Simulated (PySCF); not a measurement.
## Calculated data, BFHNSi, C$_{2}$H$_{6}$BO

Computed with PySCF 2.14.0. Calculation on a computer-drawn molecule: the log of a Hartree-Fock and frozen-core CCSD(T) single point meant for a local Hartree-Fock minimum, with one planted fault or none, to be diagnosed. Offsets are logged minus clean, where the clean run is the same molecule without the fault. The reference is restricted for singlets and unrestricted otherwise, and also for a bond in bohr or an excited solution. Adding or removing an electron swaps singlet and doublet. The excited solution moves the top pair (singlet) or top alpha electron (doublet) to the lowest empty orbital. Highest occupied and lowest empty are orbital energies over both spins, largest force is the largest gradient component, triples share is (T) over the correlation energy, the T1 limit is 0.02 restricted and 0.045 unrestricted, electrons count all cores, a negative frequency is imaginary (commonest isotopes), and the dipole is about the centre of nuclear charge.

Common to all runs: meant multiplicity 1; logged SCF converged yes; logged CC converged yes; logged SCF stable within its kind yes; possible faults no fault, one electron removed, one electron added, multiplicity raised by two, geometry at a saddle point, SCF held on an excited solution, minimal basis STO-3G, one bond length entered in bohr, all coordinates scaled.

```yaml
- entry: 1
  formula: BFHNSi
  logged_structure:
    atoms_angstrom:
      - ["N", -0.4658, -0.2259, 3.0069]
      - [B, 0.2852, -0.4717, 2.064]
      - [Si, 1.6244, -0.7439, 0.5093]
      - [F, 1.0477, -2.1737, -0.0164]
      - [H, -1.0825, -0.0546, 3.7572]
  given:
    meant_charge: 0
    meant_basis: "cc-pV(D+d)Z"
    logged_electrons: 36
    logged_basis_functions: 70
    logged_spin_squared: 0.0
    "logged_highest_occupied [eV]": -9.6268
    "logged_lowest_empty [eV]": 0.20686
    "logged_largest_force [hartree/bohr]": 3.8391e-05
    "logged_lowest_frequency [cm^-1]": 145.69
    logged_T1_diagnostic: 0.019104
    logged_D1_diagnostic: 0.054752
    logged_triples_share: 0.030882
    "logged_dipole_magnitude [debye]": 1.2755
    "logged_energy_HF [hartree]": -468.1084
    "logged_energy_CCSD(T) [hartree]": -468.6543
    drawn_bonds_atom: [1, 2, 3, 1]
    drawn_bonds_other_atom: [2, 3, 4, 5]
    drawn_bonds_order: [2, 1, 1, 1]
  results:
    planted_fault: "no fault"
    "HF_energy_offset_from_clean_run [kcal/mol]": 0.0
    "CCSD(T)_energy_offset_from_clean_run [kcal/mol]": 0.0
- entry: 2
  formula: C2H6BO
  logged_structure:
    atoms_angstrom:
      - [B, 0.8574, 1.1997, -2.5294]
      - [O, 0.3992, 0.6071, -1.5874]
      - [C, -0.2081, -0.153, -0.3908]
      - [C, 0.8717, -0.3846, 0.6232]
      - [H, 1.3035, 1.7753, -3.4439]
      - [H, -0.5964, -1.0455, -0.8648]
      - [H, -1.0002, 0.5156, -0.0782]
      - [H, 1.6743, -0.9995, 0.2196]
      - [H, 1.271, 0.5539, 1.004]
      - [H, 0.4097, -0.9235, 1.453]
  given:
    meant_charge: 1
    meant_basis: cc-pVDZ
    logged_electrons: 31
    logged_basis_functions: 86
    logged_spin_squared: 0.7644
    "logged_highest_occupied [eV]": -3.9729
    "logged_lowest_empty [eV]": 4.4429
    "logged_largest_force [hartree/bohr]": 0.15457
    logged_T1_diagnostic: 0.014422
    logged_D1_diagnostic: 0.041167
    logged_triples_share: 0.026936
    "logged_dipole_magnitude [debye]": 3.9831
    "logged_energy_HF [hartree]": -178.66444
    "logged_energy_CCSD(T) [hartree]": -179.25955
    drawn_bonds_atom: [1, 2, 3, 1, 3, 3, 4, 4, 4]
    drawn_bonds_other_atom: [2, 3, 4, 5, 6, 7, 8, 9, 10]
    drawn_bonds_order: [1, 1, 1, 1, 1, 1, 1, 1, 1]
  results:
    planted_fault: "one electron added"
    "HF_energy_offset_from_clean_run [kcal/mol]": -70.78
    "CCSD(T)_energy_offset_from_clean_run [kcal/mol]": -77.33
```
